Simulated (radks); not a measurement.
Spherical quantum dot in the effective-mass picture: electrons in a parabolic well V = omega^2 r^2 / 2 with omega = 1.34, with a point charge +1 (a donor) at the centre, all in effective atomic units (hartree* = m*/eps^2 hartree, bohr* = eps/m* bohr), one dielectric constant everywhere. Method: non-relativistic Kohn-Sham, PBE, spin-polarised, spherical densities; computed with a radial shooting solver with Libxc functionals. Levels are named by radial order and angular momentum (1s, 1p, 1d, 2s, ...), and open shells are averaged over m.

N = 2, configuration 1s2. This is the lowest configuration that the search found. Occupied and some empty levels:

level  occupation  eigenvalue (hartree*)  <r> (bohr*)
1s              2                 1.9697       0.8556
1p              0                 3.6287        1.273
2s              0                 4.6860        1.421
1d              0                 5.0173        1.555

Energy (hartree*): total 2.12690, kinetic 2.6318, external -1.5528, Hartree 2.1202, exchange-correlation -1.0724.

Electron density:

r (bohr*)  n(r) (e/bohr*^3)
0.0852                1.406
0.228                 1.037
0.370                0.7515
0.512                0.5327
0.655                0.3675
0.797                0.2456
0.940                0.1581
1.08                0.09766
1.22                0.05792
1.37                0.03277
1.51                0.01780
1.65               0.009239
1.79               0.004549
